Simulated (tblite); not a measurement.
Parent: `[N:1]#[C:2][C:3]1([F:4])[C:5]([F:6])=[C:7]1[F:8]`, C4F3N.

Computed geometry: GFN2-xTB, gas phase. One conformer each, not checked by frequencies here.

| coordinate of the parent | value |
| --- | --- |
| N1≡C2 | 1.142 Å |
| C2–C3 | 1.435 Å |
| C3–F4 | 1.375 Å |
| C3–C5 | 1.507 Å |
| C5–F6 | 1.306 Å |
| C5=C7 | 1.300 Å |
| C7–F8 | 1.306 Å |
| C3–C7 | 1.507 Å |
| N1–C2–C3 | 178.9° |
| C2–C3–F4 | 112.5° |
| C2–C3–C5 | 122.3° |
| C2–C3–C7 | 122.3° |
| F4–C3–C5 | 117.8° |
| F4–C3–C7 | 117.8° |
| C5–C3–C7 | 51.1° |
| C3–C5–F6 | 144.4° |
| C3–C5–C7 | 64.5° |
| F6–C5–C7 | 151.1° |
| C5–C7–F8 | 151.1° |
| C3–C7–C5 | 64.5° |
| C3–C7–F8 | 144.4° |

How does the shared frame change in `[N:1]#[C:2][C@@:3]1([F:4])[C@H:5]([F:6])[C@@H:7]1[F:8]`, C4H2F3N? Atoms pair as N1 = N1, C2 = C2, C3 = C3, F4 = F4, C5 = C5, F6 = F6, C7 = C7, F8 = F8 (parent first).

| parent | relative | value in the relative | change |
| --- | --- | --- | --- |
| N1≡C2 | N1≡C2 | 1.143 Å | +0.001 |
| C2–C3 | C2–C3 | 1.431 Å | -0.004 |
| C3–F4 | C3–F4 | 1.354 Å | -0.021 |
| C3–C5 | C3–C5 | 1.526 Å | +0.019 |
| C5–F6 | C5–F6 | 1.343 Å | +0.037 |
| C5=C7 | C5–C7 | 1.503 Å | +0.203 |
| C7–F8 | C7–F8 | 1.343 Å | +0.037 |
| C3–C7 | C3–C7 | 1.526 Å | +0.019 |
| N1–C2–C3 | N1–C2–C3 | 178.7° | -0.2 |
| C2–C3–F4 | C2–C3–F4 | 114.5° | +2.0 |
| C2–C3–C5 | C2–C3–C5 | 118.6° | -3.7 |
| C2–C3–C7 | C2–C3–C7 | 118.6° | -3.7 |
| F4–C3–C5 | F4–C3–C5 | 117.6° | -0.2 |
| F4–C3–C7 | F4–C3–C7 | 117.6° | -0.2 |
| C5–C3–C7 | C5–C3–C7 | 59.0° | +7.9 |
| C3–C5–F6 | C3–C5–F6 | 118.0° | -26.4 |
| C3–C5–C7 | C3–C5–C7 | 60.5° | -4.0 |
| F6–C5–C7 | F6–C5–C7 | 119.1° | -32.0 |
| C5–C7–F8 | C5–C7–F8 | 119.1° | -32.0 |
| C3–C7–C5 | C3–C7–C5 | 60.5° | -4.0 |
| C3–C7–F8 | C3–C7–F8 | 118.0° | -26.4 |

Of the parent's bonds, C5–C7 changes most (+0.203 Å). Point group Cs → Cs.
